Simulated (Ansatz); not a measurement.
This geometry of CH5BFNSi (10 atoms, charge 0, multiplicity 1) is a first-order saddle point.

These are results of Ansatz 0.2.0, RKS CAM-B3LYP-D4/6-31G*, not measurements.

```xyz
10
Properties=species:S:1:pos:R:3
B 0.346 1.383 0.772
N 0.193 0.178 0.093
Si -0.078 -1.893 0.106
C -0.176 -0.369 -1.099
F 0.728 -0.266 -2.120
H 0.663 1.371 1.922
H 0.151 2.388 0.156
H -1.439 -1.827 0.752
H 0.875 -0.893 0.864
H -1.181 -0.122 -1.442
```

Problem. Which two structures does it join? (They come from a converged band through this point; their orientation in space is the band's.)

Solution. Bonds broken: Si3–H9. Bonds formed: N2–H9.

Image 0:

```xyz
10
Properties=species:S:1:pos:R:3
B 0.231 1.537 0.767
N 0.005 0.257 0.251
Si -0.100 -1.473 0.278
C -0.233 -0.231 -1.093
F 0.823 -0.057 -1.953
H 0.438 1.662 1.938
H 0.198 2.475 0.025
H -1.278 -2.093 0.920
H 1.148 -2.242 0.441
H -1.149 0.114 -1.570
```

Image 8:

```xyz
10
Properties=species:S:1:pos:R:3
B 0.228 1.086 0.922
N 0.648 0.053 0.052
Si -0.639 -1.743 0.306
C -0.101 -0.529 -1.074
F 0.802 -0.964 -2.014
H 0.951 1.387 1.819
H -0.820 1.612 0.716
H -1.812 -0.844 0.666
H 1.586 -0.328 0.126
H -0.759 0.217 -1.517
```

Problem. How far does it lie above each of them?

Solution. 50.1 kcal/mol above the first and 34.6 kcal/mol above the second. This is the barrier of this one path; another mechanism may lie lower. The orbitals stay closed-shell, which can raise the energy where a bond breaks towards radicals; this wasn't checked here.

Run time: 2.7 min on 2 threads of AMD EPYC 9R45 96-Core Processor (Zen 5), on a shared host, peak memory 0.23 GiB.
